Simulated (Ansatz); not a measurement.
System: sum formula GaHBr2, charge 0, multiplicity 1. SMILES: [Br][GaH][Br]
Coordinates optimised at B3LYP-D3(BJ)/def2-TZVP (Ansatz, a program for electronic structure):
```
Ga
H 1 1.5497
Br 1 2.2919 2 121.98
Br 1 2.2919 2 121.98 3 180.00
```
Charge 0, spin multiplicity 1.

Property: vertical ionisation energy (to the doublet state of charge +1; each state is the SCF solution reached for its spin), in eV. Cores are frozen in the correlated levels unless marked. Open shells are spin-unrestricted. No spin-orbit coupling. Frozen are the shells of the preceding noble gas and the d and f shells that filled before the atom's block. No relativistic terms. CBS marks a two-point X^-3 extrapolation of the correlation energy; Hartree-Fock from the larger set.

| level | program | vertical ionisation energy (eV) |
|---|---|---|
| PBE/def2-TZVPD | Ansatz | (withheld) |
| B3LYP/def2-TZVPD | Ansatz | 10.48 |
| BHLYP/def2-TZVPD | Ansatz | 10.72 |
| CAM-B3LYP/def2-TZVPD | Ansatz | (withheld) |
| SCS-MP2/aug-cc-pVDZ | Ansatz | 10.87 |
| CCSD/aug-cc-pVDZ | Ansatz | (withheld) |
| CCSD/aug-cc-pVTZ | Ansatz | 10.85 |
| CCSD(T)/CBS(aug-cc-pVTZ,aug-cc-pVQZ) | Ansatz | (withheld) |

Problem. Fill in the missing entries.

Solution. 
- PBE/def2-TZVPD, vertical ionisation energy (eV): 10.18
- CAM-B3LYP/def2-TZVPD, vertical ionisation energy (eV): 10.78
- CCSD/aug-cc-pVDZ, vertical ionisation energy (eV): 10.76
- CCSD(T)/CBS(aug-cc-pVTZ,aug-cc-pVQZ), vertical ionisation energy (eV): 11.06
